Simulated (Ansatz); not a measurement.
`C[OH+][Al-]([Cl])([Cl])[Cl]` → `[CH2]` (triplet) + `[OH2+][Al-]([Cl])([Cl])[Cl]` at 600 K and 1 bar (formal loss of a carbene).

Isolated molecules relaxed with PBE0-D4/def2-TZVP in Ansatz; ΔE leaves out vibrations. CBS: MP2 limit from def2 TZ/QZ plus the TZ coupled-cluster correction, frozen cores. This one scheme is used for every species. Triplets are unrestricted, without spin–orbit coupling. One conformer a species, not always the lowest.

```tsv
species	CCSD(T)/CBS energy (Eh)	H − E (kJ/mol)	S (J/(mol·K))
`C[OH+][Al-]([Cl])([Cl])[Cl]`	-1737.23413	227.5	513.0
`[CH2]` (triplet)	-39.09499	66.5	220.8
`[OH2+][Al-]([Cl])([Cl])[Cl]`	-1697.98814	139.9	461.7
```

H − E and S are ideal-gas, rigid-rotor, harmonic terms from PBE0-D4/def2-TZVP, for one conformer and one mirror image of each species, with the whole ground term of open shells counted as degenerate. 1 Eh = 2625.50 kJ/mol, R = 8.31446 J/(mol·K).

Question: By hand: ΔE, ΔH, ΔS and ΔG.

Answer: ΔE = (-39.09499) + (-1697.98814) − (-1737.23413) = 0.15100 Eh = 396.5 kJ/mol. Δ(H − E) = 66.5 + 139.9 − 227.5 = -21.1, so ΔH = 375.4 kJ/mol. ΔS = 220.8 + 461.7 − 513.0 = 169.5 J/(mol·K). ΔG = 375.4 − 600 × (169.5)/1000 = 273.7 kJ/mol.

Question: By hand: the equilibrium constant, and the temperature at which ΔG would vanish if ΔH and ΔS stayed fixed.

Answer: log₁₀ K = −ΔG/(RT ln 10) = -23.8. ΔG = 0 at ΔH/ΔS = 2215 K.

The number of gas molecules changes by +1, which sets the sign of ΔS. A doubt of 5 kJ/mol in ΔE shifts log₁₀ K by 0.4 here. Other conformers and mirror images would add mixing entropy, several J/(mol·K) or more a flexible species. Modes under 60 cm⁻¹, often nearly free rotors, make the harmonic entropy too high. A triplet takes part, so the spin changes. These are equilibria of isolated gas molecules and say nothing of rates. Largest T1 diagnostic: 0.011 (customary marks: 0.02 for closed shells, 0.045 for open ones).
